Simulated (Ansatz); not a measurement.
H2Se (SMILES [SeH2]), charge 0, multiplicity 1, relaxed at each level with Ansatz (a program for electronic structure); harmonic frequencies from differences of analytic forces, average atomic masses, frozen cores.

| level | Se1–H2 (Å) | Se1–H3 (Å) | H2–Se1–H3 (°) | dipole (D) |
|---|---|---|---|---|
| HF/def2-TZVPP | 1.4534 | 1.4534 | 93.2 | 0.84 |
| PBE/def2-TZVPP | 1.4793 | 1.4793 | 90.5 | 0.72 |
| r2SCAN/def2-TZVPP | 1.4658 | 1.4658 | 90.9 | 0.79 |
| B3LYP/def2-TZVPP | 1.4697 | 1.4697 | 91.3 | 0.71 |
| PBE0/def2-TZVPP | 1.4664 | 1.4664 | 91.2 | 0.78 |
| wB97X-V/def2-TZVPP | 1.4619 | 1.4619 | 91.7 | 0.80 |
| MP2/cc-pVTZ | 1.4604 | 1.4604 | 91.3 | 0.80 |
| CCSD(T)/cc-pVDZ | 1.4728 | 1.4728 | 91.3 | 0.86 |
| CCSD(T)/cc-pVTZ | 1.4684 | 1.4684 | 91.3 | 0.77 |
| CCSD(T)/cc-pVQZ | 1.4677 | 1.4677 | 91.3 | 0.74 |

Measured: equilibrium bond lengths H-Se 1.4605 Å [microwave values compiled in ACS Omega 2, 8373 (2017)].
